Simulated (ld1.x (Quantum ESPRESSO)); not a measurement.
The numbers below are computed, except where a source is named.
# Potentials for technetium compared

Generated with ld1.x 7.5 (TM, RRKJ, ultrasoft, PAW), atompaw 4.2 or ONCVPSP 4.0.1. The cutoff is in Ry: for ld1.x and atompaw files where the sum of valence levels is converged to 10 mRy in a Bessel basis, for ONCV files where the hardest occupied wave has 1 mHa per electron of residual kinetic energy. The error is the largest all-electron minus pseudo excitation energy over each file’s own four to seven test configurations (ionisations up to +4, promotions, holes and added fractions of an electron), all of which were solved. The labels leave out finer settings (local radius, basis sizes, second energies), which also bear on the numbers. Spin-polarised tests are not counted. The rows are a selection from randomly drawn settings: files with unsolved tests, undetermined cutoffs or missed reference levels are left out.

A true bound ghost makes a file unfit for plane-wave use even where its test errors are small: the radial tests pick states by their node count and pass the ghost by.

| potential | cutoff (Ry) | largest error (meV) | bound ghosts |
| --- | --- | --- | --- |
| TM, LDA (PZ), scalar-relativistic, rc 2.75/3.25/1.30 (spd), local s, core correction no, reference 4d5 5s1 5p0 | 55 | -115 | none |
| TM semilocal, PBE, scalar-relativistic, rc 2.60/3.20/1.55 (spd), local p, core correction yes, reference 4d5 5s2 5p0 | 50 | -128 | none |

Q: Fill in the row for Tc: TM, PBE, non-relativistic, rc 2.05/3.85/1.70 (spd), local d, core correction yes, reference 4d5 5s2 5p0.

A: cutoff 45 Ry, largest error -177 meV, bound ghosts: s, p.

Q: Fill in the row for Tc: TM, PBEsol, scalar-relativistic, rc 2.10/2.90/1.35 (spd), local p, core correction yes, reference 4d5 5s2 5p0.

A: cutoff 50 Ry, largest error -389 meV, bound ghosts: none.

Q: Fill in the row for Tc: TM, LDA (PZ), scalar-relativistic, rc 2.50/3.30/1.75 (spd), local s, core correction yes, reference 4d5 5s1 5p0.

A: cutoff 45 Ry, largest error -232 meV, bound ghosts: none.
